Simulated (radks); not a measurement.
All-electron atom: Tm32+ in [Kr] 4d1.

Calculated with a radial shooting solver on a logarithmic mesh with Libxc functionals: scalar-relativistic Kohn-Sham, r2SCAN, spin-polarised, spherical densities, finite nucleus; open shells are filled with parallel spins first (spin-orbit coupling, left out, can overturn this in heavy ions); meta-GGA in the generalised Kohn-Sham scheme; Fermi nuclear charge, rms radius 5.2256 fm.

Energy parts (eV):
total: -354275.87
kinetic: 386371.90
electron-nucleus: -821334.26
Hartree: 87140.81
exchange-correlation: -6454.32

Orbitals (lengths in bohr, moments of r in powers of bohr; r(max) is where P^2 peaks):
orbital  occ.  eigenvalue (eV)   r(max)
1s up       1        -60610.60  0.01261
1s down     1        -60610.60  0.01261
2s up       1        -11292.02  0.07185
2s down     1        -11290.51  0.07184
2p up       3        -10115.05  0.05854
2p down     3        -10113.88  0.05854
3s up       1        -3480.705   0.2021
3s down     1        -3480.272   0.2021
3p up       3        -3121.840   0.1989
3p down     3        -3121.259   0.1989
3d up       5        -2686.393   0.1621
3d down     5        -2685.265   0.1622
4s up       1        -1527.772   0.4404
4s down     1        -1523.896   0.4403
4p up       3        -1395.291   0.4527
4p down     3        -1391.444   0.4527
4d up       1        -1226.149   0.4492
4d down     0        -1222.262   0.4491

The highest occupied level is 4d up at -1226.1 eV. The electron density at the nucleus is 1.003e+06 e/bohr^3 (large components only). Spin moment in Bohr magnetons: 1. For comparison, the ionisation energy in NIST's Atomic Spectra Database is 1255 eV (theoretical). In exact Kohn-Sham theory the highest level is minus the ionisation energy, but local and semilocal functionals leave it too shallow, through self-interaction and a potential that decays too fast; potentials with the right tail come closer.
